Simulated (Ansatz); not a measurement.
`C[SiH2][SiH2]O` → `[CH2]` (triplet) + `O[SiH2][SiH3]` at 298.15 K and 1 bar (formal loss of a carbene).

Isolated molecules relaxed with PBE0-D4/def2-TZVP in Ansatz; ΔE leaves out vibrations. CCSD(T)/CBS is the MP2 limit (def2-TZVPP, def2-QZVPP) plus CCSD(T) − MP2 in def2-TZVPP, frozen cores. This one scheme is used for every species. Triplets are unrestricted, without spin–orbit coupling. One conformer a species, not always the lowest.

| species | CCSD(T)/CBS energy (Eh) | H − E (kJ/mol) | S (J/(mol·K)) |
| --- | --- | --- | --- |
| `C[SiH2][SiH2]O` | -696.24339 | 245.8 | 359.8 |
| `[CH2]` (triplet) | -39.09499 | 55.4 | 195.3 |
| `O[SiH2][SiH3]` | -656.96789 | 164.6 | 321.1 |

H − E and S are ideal-gas, rigid-rotor, harmonic terms from PBE0-D4/def2-TZVP, for one conformer and one mirror image of each species, with the whole ground term of open shells counted as degenerate. 1 Eh = 2625.50 kJ/mol, R = 8.31446 J/(mol·K).

**Question.** By hand: ΔE, ΔH, ΔS and ΔG.

**Answer.** ΔE = (-39.09499) + (-656.96789) − (-696.24339) = 0.18051 Eh = 473.9 kJ/mol. Δ(H − E) = 55.4 + 164.6 − 245.8 = -25.8, so ΔH = 448.1 kJ/mol. ΔS = 195.3 + 321.1 − 359.8 = 156.6 J/(mol·K). ΔG = 448.1 − 298.15 × (156.6)/1000 = 401.4 kJ/mol.

**Question.** By hand: the equilibrium constant, and the temperature at which ΔG would vanish if ΔH and ΔS stayed fixed.

**Answer.** log₁₀ K = −ΔG/(RT ln 10) = -70.3. ΔG = 0 at ΔH/ΔS = 2861 K, far beyond where these terms or the molecules hold.

The number of gas molecules changes by +1, which sets the sign of ΔS. A doubt of 5 kJ/mol in ΔE shifts log₁₀ K by 0.9 here. Other conformers and mirror images would add mixing entropy, several J/(mol·K) or more a flexible species. Modes under 60 cm⁻¹, often nearly free rotors, make the harmonic entropy too high. A triplet takes part, so the spin changes. These are equilibria of isolated gas molecules and say nothing of rates. Largest T1 diagnostic: 0.012 (customary marks: 0.02 for closed shells, 0.045 for open ones).
